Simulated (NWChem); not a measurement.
System: GaH₃S; SMILES [SH][GaH2]

Input file for NWChem:

```
start job
memory heap 200 mb stack 900 mb global 1100 mb
geometry units angstroms noautoz
  Ga    -0.015065    -0.788347     0.000000
  H      1.372392    -1.501657     0.000000
  H     -1.420761    -1.469288     0.000000
  S      0.073655     1.413388     0.000000
  H     -1.265123     1.594664     0.000000
end
basis spherical
  Ga library def2-svp
  H library def2-svp
  S library def2-svp
end
dft
  xc hfexch
  iterations 150
  mulliken
end
task dft energy
```

Output (shortened):

```
             Northwest Computational Chemistry Package (NWChem) 7.3.0
             --------------------------------------------------------

 CS  symmetry detected

                             Geometry "geometry" -> ""
                             -------------------------

 Output coordinates in angstroms (scale by  1.889725989 to convert to a.u.)

  No.       Tag          Charge          X              Y              Z
 ---- ---------------- ---------- -------------- -------------- --------------
    1 Ga                  31.0000     0.01146475    -0.72424598     0.00000000
    2 H                    1.0000     1.41291233    -1.40966029     0.00000000
    3 H                    1.0000    -1.38032930    -1.43316854     0.00000000
    4 S                   16.0000     0.05612622     1.47882316     0.00000000
    5 H                    1.0000    -1.28600994     1.63328363     0.00000000

 Effective nuclear repulsion energy (a.u.)     158.2484743687

      Symmetry information
      --------------------

 Group name             Cs
 Group number              2
 Group order               2
 No. of unique centers     5

  xc_inp: hfexch multiplicative factor not found.

                                 NWChem DFT Module
                                 -----------------

 Summary of "ao basis" -> "ao basis" (spherical)
 ------------------------------------------------------------------------------
       Tag                 Description            Shells   Functions and Types
 ---------------- ------------------------------  ------  ---------------------
 Ga                         def2-svp                12       32   5s4p3d
 H                          def2-svp                 3        5   2s1p
 S                          def2-svp                 8       18   4s3p1d

      Symmetry analysis of basis
      --------------------------

        a'         47
        a"         18

            General Information
            -------------------
          SCF calculation type: DFT
          Wavefunction type:  closed shell.
          No. of atoms     :     5
          No. of electrons :    50
           Alpha electrons :    25
            Beta electrons :    25
          Charge           :     0
          Spin multiplicity:     1
          Use of symmetry is: on ; symmetry adaption is: on
          Maximum number of iterations: 150
          AO basis - number of functions:    65
                     number of shells:    29
          Convergence on energy requested:  1.00D-06
          Convergence on density requested:  1.00D-05
          Convergence on gradient requested:  5.00D-04

              XC Information
              --------------
                     Hartree-Fock (Exact) Exchange  1.000

      Superposition of Atomic Density Guess
      -------------------------------------

 Sum of atomic energies:       -2321.82101653

      Non-variational initial energy
      ------------------------------

 Total energy =   -2322.217268
 1-e energy   =   -3550.864376
 2-e energy   =    1070.398633
 HOMO         =      -0.332596
 LUMO         =       0.003408

      Symmetry analysis of molecular orbitals - initial
      -------------------------------------------------

  Numbering of irreducible representations:

     1 a'          2 a"

  Orbital symmetries:

     1 a'          2 a'          3 a'          4 a'          5 a'
     6 a"          7 a'          8 a'          9 a'         10 a"
    11 a'         12 a'         13 a'         14 a"         15 a'
    16 a'         17 a'         18 a"         19 a"         20 a'
    21 a'         22 a'         23 a'         24 a'         25 a"
    26 a"         27 a'         28 a'         29 a'         30 a'
    31 a'         32 a'         33 a'         34 a"         35 a"

     ---------------------------------------------
      Total Density - Mulliken Population Analysis
     ---------------------------------------------

    Atom       Charge   Shell Charges
 -----------   ------   -------------------------------------------------------
    1 Ga  31    30.30   2.00  2.00  2.00  0.98  0.22  6.00  5.98  0.66  0.41  8.09  1.83  0.13
    2 H    1     1.17   0.69  0.47  0.01
    3 H    1     1.17   0.69  0.48  0.01
    4 S   16    16.56   2.00  1.99  1.21  0.63  5.94  1.84  2.93  0.02
    5 H    1     0.79   0.58  0.18  0.03

   convergence    iter        energy       DeltaE   RMS-Dens  Diis-err
 ---------------- ----- ----------------- --------- --------- ---------
 d= 0,ls=0.0,diis     1  -2322.1468676179 -2.48D+03  6.58D-03  1.30D-01
 d= 0,ls=0.0,diis     2  -2322.1727488739 -2.59D-02  2.06D-03  2.67D-02
 d= 0,ls=0.0,diis     3  -2322.1759415980 -3.19D-03  7.54D-04  2.77D-03
 d= 0,ls=0.0,diis     4  -2322.1763836858 -4.42D-04  2.52D-04  2.05D-04
 d= 0,ls=0.0,diis     5  -2322.1764258797 -4.22D-05  6.84D-05  8.11D-06
  Resetting Diis
 d= 0,ls=0.0,diis     6  -2322.1764285103 -2.63D-06  1.93D-05  4.99D-07
 d= 0,ls=0.0,diis     7  -2322.1764286976 -1.87D-07  4.09D-06  3.03D-08

         Total DFT energy =    -2322.176428697595
      One electron energy =    -3551.668474606958
           Coulomb energy =     1170.921009687590
    Exchange-Corr. energy =      -99.677438146952
 Nuclear repulsion energy =      158.248474368725

 Numeric. integr. density =        0.000000000000

                  Occupations of the irreducible representations
                  ----------------------------------------------

                     irrep           alpha         beta
                     --------     --------     --------
                     a'               19.0         19.0
                     a"                6.0          6.0

                       DFT Final Molecular Orbital Analysis
                       ------------------------------------

 Vector   23  Occ=2.000000D+00  E=-4.416055D-01  Symmetry=a'
              MO Center=  3.2D-01, -1.0D+00, -1.7D-16, r^2= 3.0D+00
   Bfn.  Coefficient  Atom+Function         Bfn.  Coefficient  Atom+Function
  ----- ------------  ---------------      ----- ------------  ---------------
    33      0.346725  2 H  s                 12      0.289849  1 Ga px
    38     -0.246181  3 H  s                 34      0.243502  2 H  s
    39     -0.177565  3 H  s                  9     -0.169637  1 Ga px
    15      0.132673  1 Ga px                54      0.109008  4 S  py
    61      0.104235  5 H  s                 51      0.088613  4 S  py

 Vector   24  Occ=2.000000D+00  E=-4.134442D-01  Symmetry=a'
              MO Center= -1.3D-01,  7.6D-01,  4.2D-16, r^2= 3.2D+00
   Bfn.  Coefficient  Atom+Function         Bfn.  Coefficient  Atom+Function
  ----- ------------  ---------------      ----- ------------  ---------------
    54      0.473838  4 S  py                51      0.344900  4 S  py
    13     -0.229415  1 Ga py                38      0.198608  3 H  s
    48      0.198663  4 S  py                39      0.172711  3 H  s
    53      0.166370  4 S  px                46      0.138670  4 S  s
    10      0.137584  1 Ga py                45      0.130061  4 S  s

 Vector   25  Occ=2.000000D+00  E=-3.785618D-01  Symmetry=a"
              MO Center=  3.6D-02,  1.3D+00,  4.9D-15, r^2= 1.7D+00
   Bfn.  Coefficient  Atom+Function         Bfn.  Coefficient  Atom+Function
  ----- ------------  ---------------      ----- ------------  ---------------
    55      0.633383  4 S  pz                52      0.419334  4 S  pz
    49      0.240585  4 S  pz                17      0.110777  1 Ga pz
    14      0.085518  1 Ga pz                11     -0.053680  1 Ga pz
    29      0.048281  1 Ga d -1              19     -0.044967  1 Ga d -1
    57     -0.028116  4 S  d -1

 Vector   26  Occ=0.000000D+00  E= 5.014616D-02  Symmetry=a"
              MO Center=  7.2D-03, -7.0D-01, -4.2D-12, r^2= 4.6D+00
   Bfn.  Coefficient  Atom+Function         Bfn.  Coefficient  Atom+Function
  ----- ------------  ---------------      ----- ------------  ---------------
    17      0.859516  1 Ga pz                55     -0.345514  4 S  pz
    14      0.257368  1 Ga pz                11     -0.167572  1 Ga pz
    52     -0.123358  4 S  pz                49     -0.076281  4 S  pz
     8      0.054356  1 Ga pz                57     -0.035045  4 S  d -1

 Vector   27  Occ=0.000000D+00  E= 1.334403D-01  Symmetry=a'
              MO Center= -2.6D-01,  2.0D-02,  2.7D-13, r^2= 6.2D+00
   Bfn.  Coefficient  Atom+Function         Bfn.  Coefficient  Atom+Function
  ----- ------------  ---------------      ----- ------------  ---------------
    46     -1.352559  4 S  s                 16      1.270987  1 Ga py
     5      0.828622  1 Ga s                 62      0.564764  5 H  s
    54      0.495405  4 S  py                53      0.382944  4 S  px
    44      0.163188  4 S  s                 39      0.158307  3 H  s
     4     -0.150821  1 Ga s                 15      0.099650  1 Ga px

 Vector   28  Occ=0.000000D+00  E= 1.530694D-01  Symmetry=a'
              MO Center= -5.2D-02, -1.5D+00,  2.5D-12, r^2= 5.1D+00
   Bfn.  Coefficient  Atom+Function         Bfn.  Coefficient  Atom+Function
  ----- ------------  ---------------      ----- ------------  ---------------
     5      2.274251  1 Ga s                 39     -1.275082  3 H  s
    34     -1.080869  2 H  s                 16     -0.746205  1 Ga py
    54      0.181207  4 S  py                 4     -0.173185  1 Ga s
    38     -0.170645  3 H  s                 33     -0.155110  2 H  s
    15     -0.140617  1 Ga px                62     -0.103393  5 H  s

     ---------------------------------------------
      Total Density - Mulliken Population Analysis
     ---------------------------------------------

    Atom       Charge   Shell Charges
 -----------   ------   -------------------------------------------------------
    1 Ga  31    30.41   2.00  2.00  2.00  0.91  0.10  6.00  5.98  0.89  0.41  8.11  1.82  0.19
    2 H    1     1.17   0.70  0.46  0.01
    3 H    1     1.18   0.70  0.47  0.01
    4 S   16    16.32   2.00  1.99  1.16  0.68  5.94  1.74  2.76  0.05
    5 H    1     0.92   0.70  0.18  0.03

     -------------------------------------------
      Total Density - Lowdin Population Analysis
     -------------------------------------------

    Atom       Charge   Shell Charges
 -----------   ------   -------------------------------------------------------
    1 Ga  31    30.80   2.00  2.00  1.94  0.65  0.33  5.99  5.84  1.03  0.73  7.85  1.99  0.44
    2 H    1     1.12   0.61  0.49  0.02
    3 H    1     1.12   0.61  0.49  0.02
    4 S   16    15.95   2.00  1.95  0.93  0.67  5.82  1.85  2.68  0.05
    5 H    1     1.01   0.62  0.31  0.08

     Multipole analysis of the density
     ---------------------------------

     L   x y z        total         alpha         beta         nuclear
     -   - - -        -----         -----         ----         -------
     0   0 0 0     -0.000000    -25.000000    -25.000000     50.000000

     1   1 0 0     -0.386202     -0.193101     -0.193101      0.000000
     1   0 1 0     -0.428572     -0.214286     -0.214286      0.000000
     1   0 0 1      0.000000      0.000000      0.000000      0.000000

     2   2 0 0    -24.256098    -22.144757    -22.144757     20.033417
     2   1 1 0     -1.545453      1.090103      1.090103     -3.725660
     2   1 0 1      0.000000      0.000000      0.000000      0.000000
     2   0 2 0    -25.989572   -116.484079   -116.484079    206.978586
     2   0 1 1     -0.000000     -0.000000     -0.000000      0.000000
     2   0 0 2    -22.477747    -11.238874    -11.238874      0.000000
```

Level: Hartree-Fock/def2-SVP. All runs use the structure optimised with PBE0/def2-SVP.
